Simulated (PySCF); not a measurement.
B(Br)2(Me) (CH3BBr2), SMILES CB(Br)Br. Atoms are numbered in the order given.

```xyz
7

B      0.0231    -0.6418     0.0000
Br    -0.0006     0.3455     1.6505
Br    -0.0006     0.3455    -1.6505
C      0.0076    -2.2002     0.0000
H      0.4683    -2.6296    -0.9018
H     -1.0532    -2.5182     0.0000
H      0.4683    -2.6296     0.9018
```

The structure is a stationary point at B3LYP-D3(BJ)/def2-SVP.

Two levels are set side by side: PBE/pcSseg-1 (PySCF) and PBE0/pcSseg-1 (PySCF). GIAO shifts against BF3 (¹¹B), TMS (¹H), TMS (¹³C) at the same level; non-relativistic, no solvent, atoms listed together averaged. Without spin–orbit terms, shifts of atoms bonded to Cl or Br come out too high at both levels. Differences are taken from unrounded values.

```
quantity            PBE0
------------------  ----
δ(¹¹B) of B1 (ppm)  68.2
δ(¹³C) of C4 (ppm)  25.0
```

Problem. What does PBE give, and how far is it from PBE0? (The exact figures need the calculation; the answer reports its results.)

Solution. 
| quantity | PBE | PBE minus PBE0 |
|---|---|---|
| δ(¹¹B) of B1 (ppm) | 68.0 | -0.1 |
| δ(¹³C) of C4 (ppm) | 25.8 | 0.8 |

Rough cost on one machine, each run with all the roots and properties that it gave: PBE0 against PBE within a factor of 2.
